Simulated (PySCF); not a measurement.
Computed shifts of a molecule C3H4F2O2, PBE/pcSseg-1 run with PySCF, GIAO, gas phase, atoms alike by connectivity averaged where their shifts nearly agree, in ppm (number of nuclei): ¹⁹F: -114.0 (1), -125.6 (1). ¹³C: 139.8 (1), 105.1 (1), 78.5 (1). ¹H: 5.90 (1), 5.67 (1), 4.43 (1), 4.05 (1). References: ¹⁹F against CFCl3 (σ = 133.6 ppm); ¹³C against TMS (σ = 182.0 ppm); ¹⁷O against H2O (σ = 334.3 ppm); ¹H against TMS (σ = 31.49 ppm), references at their B3LYP-D3(BJ)/def2-TZVP geometries, non-relativistic. Coordinates come from a PBE0-D3(BJ)/def2-SVP optimisation. One conformer was computed; it need not be the lowest.

**Question.** Pick the molecule that these values belong to.
A) FC1(F)OCCO1
B) FC1(F)COCO1
C) COC(=O)C(F)F
D) CC(F)(F)C(=O)O

**Answer.** B, FC1(F)COCO1
